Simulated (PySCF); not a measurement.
Species: C2H7As.
SMILES: `[AsH2]CC`

Torsions of this conformer, `[CH3:1][CH2:2][AsH2:3]`: H–As3–C2–C1 -45°, H–As3–C2–C1 45°.

The closed-shell ground state was solved at several levels (PySCF, density fitting, gas phase). Geometry: GFN2-xTB, one conformer, isolated molecule. The calculation is non-relativistic and has no spin–orbit coupling, an omission that weighs most on arsenic.

| level | basis functions | total energy (Eh) | HOMO (eV) | LUMO (eV) | gap (eV) | dipole (D) |
| --- | --- | --- | --- | --- | --- | --- |
| CAM-B3LYP/def2-SVPD | 134 | -2316.0270 | -8.47 | 1.07 | 9.54 | 1.03 |
| B3LYP/pcJ-1 (pcSseg-1 on As) | 165 | -2316.1163 | -7.00 | 0.40 | 7.40 | 1.01 |

Question: What might PBE0/pcSseg-1 (110 basis functions) give for the same quantities?

Answer: Total energy -2315.6673 Eh, HOMO -7.21 eV, LUMO 0.63 eV, gap 7.84 eV, dipole 1.10 D.

Question: Over all these levels, which gives the widest orbital gap and which the narrowest?

Answer: CAM-B3LYP/def2-SVPD (range-separated hybrid) has the widest, 9.54 eV, and B3LYP/pcJ-1 (pcSseg-1 on As) (global hybrid, 20 % exact exchange) the narrowest, 7.40 eV. Functional and basis both differ between the two, so the spread mixes both effects.

Question: How far do the dipole and the HOMO energy spread over the levels?

Answer: The dipole runs from 1.01 to 1.10 D (mean 1.05 D) and the HOMO from -8.47 to -7.00 eV.
